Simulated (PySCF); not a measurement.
First SCF of a structure search on doublet MoO₂Cl, at a hand-made trigonal pyramidal geometry. PySCF input:

```python
from pyscf import gto, scf, dft
mol = gto.M(atom='''
Mo     0.000000     0.000000     0.000000
O     -0.785800     1.361100     0.835700
O     -0.785800    -1.361100     0.835700
Cl     2.092600     0.000000     1.112600''',
    basis={'Mo': 'def2-TZVP', 'O': 'def2-TZVP', 'Cl': 'def2-TZVP'},
    ecp={'Mo': 'def2-TZVP'},
    charge=0, spin=1)
mf = dft.UKS(mol, xc='PBE0')
mf.grids.atom_grid = (50, 194)
aux = {'Mo': 'def2-universal-JKFIT', 'O': 'def2-universal-JKFIT', 'Cl': 'def2-universal-JKFIT'}
mf = mf.density_fit(auxbasis=aux)
mf.conv_tol = 1e-08
mf.diis_space = 10
mf.max_cycle = 60
mf.init_guess = 'minao'
mf.verbose = 4
mf.kernel()
```

Excerpt of the output (cycles alone):

```
init E= -672.001639878341
cycle= 1 E= -678.195973686577  delta_E= -6.19  |g|= 1.07  |ddm|= 2.74
cycle= 2 E= -666.689345409108  delta_E= 11.5  |g|= 4.62  |ddm|= 3.01
cycle= 3 E= -678.64038137376  delta_E=  -12  |g|= 0.278  |ddm|= 2.75
cycle= 4 E= -678.661534908006  delta_E= -0.0212  |g|= 0.148  |ddm|= 0.312
cycle= 5 E= -678.67012835333  delta_E= -0.00859  |g|= 0.0549  |ddm|= 0.124
cycle= 6 E= -678.671120275435  delta_E= -0.000992  |g|= 0.0327  |ddm|= 0.0383
cycle= 7 E= -678.671540477107  delta_E= -0.00042  |g|= 0.0163  |ddm|= 0.023
cycle= 8 E= -678.671708705984  delta_E= -0.000168  |g|= 0.00365  |ddm|= 0.0226
cycle= 9 E= -678.671732883662  delta_E= -2.42e-05  |g|= 0.00206  |ddm|= 0.00929
cycle= 10 E= -678.671746547675  delta_E= -1.37e-05  |g|= 0.00105  |ddm|= 0.00854
cycle= 11 E= -678.671751360145  delta_E= -4.81e-06  |g|= 0.000485  |ddm|= 0.00593
cycle= 12 E= -678.671752308344  delta_E= -9.48e-07  |g|= 0.000247  |ddm|= 0.00226
cycle= 13 E= -678.671752739257  delta_E= -4.31e-07  |g|= 0.000114  |ddm|= 0.00184
cycle= 14 E= -678.671752780552  delta_E= -4.13e-08  |g|= 3.95e-05  |ddm|= 0.000518
cycle= 15 E= -678.671752786661  delta_E= -6.11e-09  |g|= 2.59e-05  |ddm|= 0.000131
Extra cycle  E= -678.671752789868  delta_E= -3.21e-09  |g|= 2.93e-05  |ddm|= 0.000107
converged SCF energy = -678.671752789868  <S^2> = 0.7580441  2S+1 = 2.008028
```

No lower solution of this spin was found from smeared starts or by a stability analysis within the unrestricted form.

With open d or f shells other occupations or spin states may lie lower.

The search for the lowest solution, 3 starts and the stability check together, took 41 s on 4 threads of a shared Arm Neoverse V1 host, with 139 basis functions; the process peaked at 0.59 GiB. Launch command: `OMP_NUM_THREADS=4 python axn.py task.json out`.
